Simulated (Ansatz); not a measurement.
Coupled-cluster diagnostics for BeMeCl (CH₃BeCl), Ansatz.

Geometry of the singlet (PBE0-D4/def2-TZVP):

```xyz
6

Be   -0.150   -0.943    0.345
C     0.097    0.611   -0.224
H    -0.074    0.678   -1.303
H     1.120    0.951   -0.036
H    -0.576    1.328    0.256
Cl   -0.418   -2.626    0.961
```

Correlated methods freeze 6 core orbitals.

Problem. Estimate the CCSD(T) correlation energy, the shares of MP2 and (T), T1 and the reference's ⟨S²⟩ for: charge 0, singlet, own geometry in def2-TZVPP; charge 1, doublet, vertical in def2-TZVPP; and the rough time on 4 threads of Arm Neoverse V2 on a shared host.

Solution. 
```tsv
state	basis	correlation (eV)	MP2 share (%)	(T) share (%)	T1	⟨S²⟩ (pure)	wall time
charge 0, singlet, own geometry	def2-TZVPP	-13.382	88.9	3.4	0.008	0.00 (0.00)	4.4 s
charge 1, doublet, vertical	def2-TZVPP	-12.319	87.6	3.3	0.013	0.76 (0.75)	17 s
```
Customary marks for T1 are 0.02 (closed shells), 0.045 (open shells) and about 0.05 (3d metals). T1 stays under 0.02 throughout.
